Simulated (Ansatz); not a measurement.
ClFGeH₂O₂, SMILES `[OH][Ge]([OH])([F])[Cl]`, charge 0, multiplicity 1.

**Question.** Give a relaxed structure at PBE0-D4/def2-TZVP (Ansatz). (Estimate.)

**Answer.** Computed: 
Z-matrix (Å, degrees):
```
Ge
O 1 1.747
F 1 1.721 2 107.5
O 1 1.738 2 108.7 3 120.4
Cl 1 2.108 2 114.4 3 -117.7
H 2 0.961 1 113.3 3 42.1
H 4 0.962 1 112.0 2 -30.6
```
